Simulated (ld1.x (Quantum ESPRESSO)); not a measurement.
## An all-electron radial function and its pseudo partner (cobalt)

Columns: radius, all-electron u(r) and pseudo u(r) of the 3p shell (level -69.29 eV) of cobalt in the configuration [Ne] 3s2 3p6 3d7 4s1.5 4p0; PBE, non-relativistic, TM scheme, ld1.x (Quantum ESPRESSO) 7.5.

```csv
r (bohr),all-electron,pseudo
0.057,0.3289,-0.0217
0.115,0.6043,-0.0867
0.172,0.5693,-0.1877
0.230,0.3214,-0.3204
0.288,-0.0142,-0.4727
0.345,-0.3451,-0.6299
0.402,-0.6326,-0.7827
0.460,-0.8621,-0.9224
0.518,-1.0255,-1.0367
0.575,-1.1268,-1.1179
0.632,-1.1787,-1.1660
0.690,-1.1911,-1.1817
0.747,-1.1733,-1.1683
0.805,-1.1334,-1.1315
0.862,-1.0795,-1.0791
0.920,-1.0154,-1.0153
0.977,-0.9472,-0.9472
1.035,-0.8760,-0.8760
1.092,-0.8062,-0.8062
1.150,-0.7372,-0.7372
1.208,-0.6711,-0.6711
1.265,-0.6098,-0.6098
1.322,-0.5524,-0.5524
1.380,-0.4982,-0.4982
1.438,-0.4484,-0.4484
1.495,-0.4034,-0.4034
```

Problem. How many radial nodes do the two functions have?

Solution. The all-electron 3p function has n − l − 1 = 1; the pseudo-wave has 0, since the states of the same l below it are removed with the core.

Problem. At about which radius was the pseudo-wave matched?

Solution. 1.00 bohr. The columns agree to 0.0005 from 0.86 bohr on; several derivatives are matched, so the curves merge somewhat inside the radius.

Problem. Is the pseudo-wave norm-conserving?

Solution. Yes: the TM scheme keeps the norm inside the radius equal to the all-electron one, which fixes the energy derivative of the logarithmic derivative at the level.
